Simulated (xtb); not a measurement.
GaF2, SMILES [F][Ga+][F], charge +1. All values are semi-empirical tight-binding results from xtb (GFN2-xTB unless named), good for trends rather than for accurate numbers. Coordinates come from a GFN2-xTB optimisation. The multiplicity is an assumed one; other spin states were not compared. The isomer is the one that the SMILES or the coordinates give; other isomers of the formula were not compared.

For metal compounds this method's bond lengths and energies can be far off.

```json
{
  "point_group_as_xtb_finds_it": "D∞h",
  "orbital_gap": "2.37 eV",
  "zero_point_energy": "1.5 kcal/mol",
  "G − E(el) at 298.15 K (modified RRHO)": "-14.1 kcal/mol"
}
```
